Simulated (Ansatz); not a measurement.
Two structures of CH₉AsGe, singlet, reached by relaxing down either side of one saddle point (PBE0-D4/def2-TZVP). Energies are electronic, without zero-point energy. Ansatz 0.2.0; basis: def2-TZVPP and def2-QZVPP; cores frozen in the correlated methods. Filled d shells of the heavier atoms are correlated. The def2 sets are not built for correlating such inner shells, so the correlated values are less sure here. Extrapolation: Hartree–Fock as exp(−7.88 √X), correlation as X^−2.97. First:

| atom | x (Å) | y (Å) | z (Å) |
| --- | --- | --- | --- |
| Ge1 | -1.5516 | 0.1215 | 0.3813 |
| C2 | -0.0646 | 1.3225 | 0.7770 |
| H3 | -1.6630 | -0.1224 | -1.1347 |
| H4 | -1.3490 | -1.2367 | 1.0778 |
| H5 | -2.8778 | 0.7284 | 0.8755 |
| H6 | 0.9796 | -2.0745 | -0.3519 |
| As7 | 1.9424 | -1.8298 | -1.5045 |
| H8 | 0.8726 | 0.8859 | 0.4306 |
| H9 | 0.0045 | 1.4956 | 1.8517 |
| H10 | -0.2107 | 2.2811 | 0.2779 |
| H11 | 2.8071 | -0.9060 | -0.6582 |
| H12 | 1.1106 | -0.6657 | -2.0224 |

Second:

Ge1  (-1.439, -1.540, -0.244)
C2  (0.826, 2.053, 0.665)
H3  (-2.468, -1.616, -1.383)
H4  (-1.785, -2.604, 0.811)
H5  (-1.498, -0.147, 0.402)
H6  (1.235, 1.194, 0.133)
As7  (0.743, -2.071, -1.161)
H8  (1.594, 2.819, 0.767)
H9  (0.489, 1.741, 1.653)
H10  (-0.018, 2.457, 0.106)
H11  (1.460, -1.574, 0.087)
H12  (0.862, -0.711, -1.836)
(Å)

Task: Which bonds change from the first to the second?

Result: CH₆Ge ([CH3][GeH3]) + AsH₃ → GeAsH₅ ([GeH3][AsH2]) + CH₄; bonds formed: Ge1–As7, C2–H6; bonds broken: Ge1–C2, H6–As7.

Task: Give the saddle point's structure and its height above each. (Judge from chemistry; the value comes from the calculation.)

Result: The calculation gives: 3.086 eV above the first and 3.640 eV above the second (CCSD(T) at an estimated basis limit (MP2 extrapolated from triple and quadruple zeta, plus CCSD(T) − MP2 in triple zeta)).
Ge1  (-1.266, -0.460, 0.188)
C2  (0.199, 1.228, 0.494)
H3  (-1.821, -0.612, -1.229)
H4  (-1.095, -1.668, 1.110)
H5  (-2.237, 0.523, 0.934)
H6  (0.411, 0.046, -0.108)
As7  (1.081, -1.678, -1.090)
H8  (1.250, 1.377, 0.225)
H9  (0.097, 1.258, 1.578)
H10  (-0.411, 1.980, -0.005)
H11  (2.204, -1.423, -0.085)
H12  (1.588, -0.571, -2.013)
(Å)

T1 diagnostic: at most 0.013.

Labels in which every atom is bracketed show which atoms are joined, not bond orders.

For scale, one of the runs: CCSD(T)/def2-TZVPP, 253 basis functions, launched by `ansatz run in.yaml --threads 8 --pin off --events-out ev --progress --plain --max-ram 19148MiB`. Hardware: 8 CPU threads of an Intel Xeon Platinum 8259CL, shared host. Wall time 86 s; peak host memory 5.7 GiB.
